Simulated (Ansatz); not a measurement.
Reaction (formal exchange of groups at a B–Br bond): `SB(Cl)Br` + `FCF` → `SBCl` + `FC(F)Br`

Isolated molecules relaxed with PBE0-D4/def2-TZVP in Ansatz; ΔE leaves out vibrations. CCSD(T)/CBS adds triple-zeta CCSD(T) − MP2 to the extrapolated MP2 energy (def2 sets, frozen cores). This one scheme is used for every species. DFT in def2-TZVPP. HSE06 is defined as in plane-wave codes. For Br outer-core shells are correlated without core-valence functions, which leaves a few kJ/mol of doubt a bond. Scalar relativity is left out up to krypton. One conformer a species, not always the lowest.

`SB(Cl)Br`:

```xyz
5

S     0.188    1.360    0.418
B    -0.385   -0.246   -0.105
Cl   -2.102   -0.466   -0.314
Br    0.803   -1.707   -0.437
H     1.496    1.059    0.439
```

`FCF`:

```xyz
5

F    -1.130   -0.655    0.094
C     0.016    0.046   -0.056
F     0.828   -0.226    0.990
H     0.508   -0.278   -0.977
H    -0.221    1.113   -0.050
```

`SBCl`:

Cartesian coordinates in Å:
```
S -0.242 1.113 0.709
B 0.286 -0.305 -0.225
Cl 1.986 -0.488 -0.576
H -1.550 0.805 0.707
H -0.480 -1.125 -0.615
```

`FC(F)Br`:

Cartesian coordinates in Å:
```
F -0.936 -0.909 0.400
C -0.104 0.001 -0.104
F -0.621 1.210 0.108
Br 1.621 -0.135 0.767
H 0.040 -0.167 -1.171
```

(1) Is it downhill or uphill in electronic energy at CCSD(T)/CBS, and by how much? (Estimate.)

(2) What do these levels give: HSE06-D4, CAM-B3LYP-D4, ωB97X-V, CCSD/def2-TZVPP, CCSD(T)/def2-TZVPP, HF/CBS(def2)? (An estimate is asked.)

(3) What do rigid-rotor, harmonic-oscillator terms from PBE0-D4/def2-TZVP frequencies (298.15 K, 1 bar) make of the CCSD(T)/CBS value? (An estimate is asked.)

Largest T1 diagnostic among the species: 0.013.

## Answers

(1) Computed: Uphill: ΔE = +125.0 kJ/mol.

(2) Ansatz gave: HSE06-D4 120.0, CAM-B3LYP-D4 116.7, ωB97X-V 116.8, CCSD/def2-TZVPP 123.1, CCSD(T)/def2-TZVPP 122.6, HF/CBS(def2) 121.9 kJ/mol.

(3) Computed: ΔZPE = -6.0 kJ/mol, ΔH = +118.3 kJ/mol, ΔS = 4 J/(mol·K), ΔG = +117.1 kJ/mol.

From PBE to PBE0 (25 % exact exchange), in def2-TZVPP and without D4, ΔE moves by +7.0 kJ/mol. The D4 term adds +4.7 kJ/mol with B3LYP and +2.5 kJ/mol with PBE0; it sums over pairs of atoms, weighted by their polarisabilities, and B3LYP, whose exchange is more repulsive, gets the larger term.

B3LYP here is the variant with VWN-RPA as its local correlation; programs differ in this.
